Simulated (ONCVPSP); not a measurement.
## Reading a pseudo-wave (nitrogen (N))

Columns: radius, all-electron u(r) and pseudo u(r) of the 2p shell (level -20.60 eV) of nitrogen in the configuration [He] 2s2 2p2; PBEsol, non-relativistic, ONCV scheme, ONCVPSP 4.0.1.

| r (bohr) | all-electron | pseudo |
| --- | --- | --- |
| 0.062 | 0.0356 | 0.0123 |
| 0.125 | 0.1177 | 0.0518 |
| 0.188 | 0.2193 | 0.1206 |
| 0.250 | 0.3232 | 0.2120 |
| 0.312 | 0.4224 | 0.3157 |
| 0.375 | 0.5140 | 0.4226 |
| 0.438 | 0.5941 | 0.5272 |
| 0.500 | 0.6611 | 0.6285 |
| 0.562 | 0.7168 | 0.7249 |
| 0.625 | 0.7622 | 0.8064 |
| 0.688 | 0.7967 | 0.8585 |
| 0.750 | 0.8209 | 0.8778 |
| 0.812 | 0.8366 | 0.8746 |
| 0.875 | 0.8447 | 0.8626 |
| 0.938 | 0.8460 | 0.8514 |
| 1.000 | 0.8415 | 0.8424 |
| 1.062 | 0.8323 | 0.8324 |
| 1.125 | 0.8189 | 0.8189 |
| 1.188 | 0.8020 | 0.8020 |
| 1.250 | 0.7828 | 0.7828 |
| 1.312 | 0.7614 | 0.7614 |
| 1.375 | 0.7380 | 0.7380 |
| 1.438 | 0.7134 | 0.7134 |
| 1.500 | 0.6883 | 0.6883 |
| 1.562 | 0.6626 | 0.6626 |
| 1.625 | 0.6362 | 0.6362 |

How many radial nodes do the two functions have?

The all-electron 2p function has n − l − 1 = 0; the pseudo-wave has 0.

At about which radius was the pseudo-wave matched?

1.15 bohr. The columns agree to 0.0005 from 1.06 bohr on; several derivatives are matched, so the curves merge somewhat inside the radius.

Is the pseudo-wave norm-conserving?

Yes: the ONCV scheme keeps the norm inside the radius equal to the all-electron one, which fixes the energy derivative of the logarithmic derivative at the level.
